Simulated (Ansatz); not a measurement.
Consider the cleavage of the Si–Si bond: `F[SiH]([SiH3])[GeH3]` + H–F → `F[SiH](F)[GeH3]` + SiH₄.

Isolated molecules relaxed with PBE0-D4/def2-TZVP in Ansatz; ΔE leaves out vibrations. CCSD(T)/CBS adds triple-zeta CCSD(T) − MP2 to the extrapolated MP2 energy (def2 sets, frozen cores). This one scheme is used for every species. Functionals use def2-TZVPP. B3LYP here is the variant with VWN-RPA as its local correlation; programs differ in this. HSE06 is defined as in plane-wave codes. For Ge outer-core shells are correlated without core-valence functions, which leaves a few kJ/mol of doubt a bond. Scalar relativity is left out up to krypton.

`F[SiH]([SiH3])[GeH3]`:

Cartesian coordinates in Å:
```
F -0.525 -1.388 -1.775
Si -0.100 -0.063 -0.959
Si -1.847 0.571 0.468
Ge 1.903 -0.508 0.255
H 0.154 1.008 -1.962
H -3.101 0.835 -0.286
H -1.429 1.815 1.172
H -2.095 -0.492 1.477
H 1.669 -1.616 1.294
H 2.326 0.772 0.996
H 3.046 -0.936 -0.679
```

H–F:

Cartesian coordinates in Å:
```
F 0.183 0.341 0.249
H -0.183 -0.341 -0.249
```

`F[SiH](F)[GeH3]`:

Cartesian coordinates in Å:
```
F -1.844 -1.269 0.310
Si -0.389 -1.062 -0.301
F -0.535 -1.125 -1.886
Ge 0.443 1.072 0.334
H 0.433 -2.223 0.113
H 0.560 1.143 1.864
H -0.502 2.178 -0.154
H 1.834 1.285 -0.280
```

SiH₄:

Cartesian coordinates in Å:
```
Si 0.000 0.000 0.000
H 0.626 -0.396 1.286
H 0.748 -0.617 -1.125
H 0.036 1.478 -0.134
H -1.409 -0.466 -0.028
```

| level | ΔE (kJ/mol) | difference from CCSD(T)/CBS |
| --- | --- | --- |
| revPBE | -132.4 | 14.8 |
| PBE0 | -137.2 | 10.0 |
| B3LYP | -159.1 | -11.9 |
| r2SCAN0 | -150.8 | -3.6 |
| HSE06 | -136.7 | 10.5 |
| CAM-B3LYP | -166.0 | -18.8 |
| CCSD/def2-SVP | -150.7 | -3.5 |
| SCS-MP2/def2-TZVPP | -161.2 | -14.0 |
| CCSD(T)/def2-TZVPP | -150.3 | -3.1 |
| HF/CBS(def2) | -183.5 | -36.3 |
| CCSD(T)/CBS | -147.2 | 0 |

Largest T1 diagnostic among the species: 0.013.

From BLYP to BHLYP (50 % exact exchange), in def2-TZVPP and without D4, ΔE moves by −10.8 kJ/mol. The D4 term adds +8.6 kJ/mol with B3LYP and +5.0 kJ/mol with PBE0; it sums over pairs of atoms, weighted by their polarisabilities, and B3LYP, whose exchange is more repulsive, gets the larger term.

CCSD(T)/CBS has its own doubt, a few kJ/mol and more with outer-core shells, so smaller differences from it don't rank the levels.
